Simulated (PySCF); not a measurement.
BFH₂O₂, SMILES OB(O)F. Atoms are numbered in the order given.

```xyz
6

B      0.0000     0.0000    -0.0339
F      0.0000     0.0000     1.3109
O      0.0000     1.1678    -0.7113
H      0.0000     1.9293    -0.1243
O      0.0000    -1.1678    -0.7113
H      0.0000    -1.9293    -0.1243
```
Charge 0, spin multiplicity 1.

The structure is a stationary point at PBE0-D3(BJ)/def2-SVP. Other conformers were not sampled.

Computed with B3LYP/pcJ-1 in PySCF.

Isotropic couplings with Fermi-contact, spin-dipole and both spin-orbit terms, one fixed conformer, no vibrational averaging. Isotopes: 11B, 19F, 1H.

Estimate the spin–spin coupling constants. (An estimate is asked for; the answer gives what the named calculation found.)


```
pair   bonds apart  J (Hz)
-----  -----------  ------
B1–F2            1  -120.7
B1–H4            2    -3.4
B1–H6            2    -3.4
F2–H4            3    -2.1
F2–H6            3    -2.1
H4–H6            4     3.6
```
